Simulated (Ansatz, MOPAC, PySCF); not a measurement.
Constitutional and geometric isomers with formula C3H6Si. Isolated molecules, 0 K electronic values unless said otherwise. One relaxed conformer stands for each flexible species; it need not be the lowest. Strings in code marks are SMILES.

Quantity: electronic energy of isomers of C3H6Si relative to `C1=C[SiH2]C1`, in kJ/mol. The restricted reference of `C1=[SiH]CC1`, `C1=C[SiH2]C1`, `C[Si]1=CC1`, `CC=C=[SiH2]` and `[SiH3]C1C=C1` is unstable towards unrestricted orbitals. Semi-empirical values (MOPAC) are differences of heats of formation.

Level 1: frozen-core CCSDT(Q)/6-31g // B3LYP-D3(BJ)/def2-TZVP (Ansatz, a program for electronic structure)
Level 2: PBE-D3(BJ)/def2-TZVP // B3LYP-D3(BJ)/def2-TZVP (PySCF)
Level 3: B3LYP/LANL2DZ // B3LYP-D3(BJ)/def2-TZVP (PySCF)
Level 4: PM7 // B3LYP-D3(BJ)/def2-TZVP (MOPAC)

```json
[
 {"species": "`C=C=C[SiH3]`", "level 2": "51.6", "level 3": "34.24", "level 4": "55.1"},
 {"species": "`C[Si]1=CC1`", "level 2": "183.6", "level 3": "176.9", "level 4": "106.5"},
 {"species": "`C1=[SiH]CC1`", "level 2": "91.0", "level 3": "80.6", "level 4": "71.1"},
 {"species": "`[SiH3]C1C=C1`", "level 2": "166.6", "level 3": "186.5", "level 4": "200.1"},
 {"species": "`CC=C=[SiH2]`", "level 2": "116.9", "level 3": "82.6", "level 4": "61.7"}
]
```

Q: What does level 1 give for each?

A: 
- `C=C=C[SiH3]`: 22.07
- `C[Si]1=CC1`: 183.8
- `C1=[SiH]CC1`: 79.3
- `[SiH3]C1C=C1`: 175.9
- `CC=C=[SiH2]`: 67.9
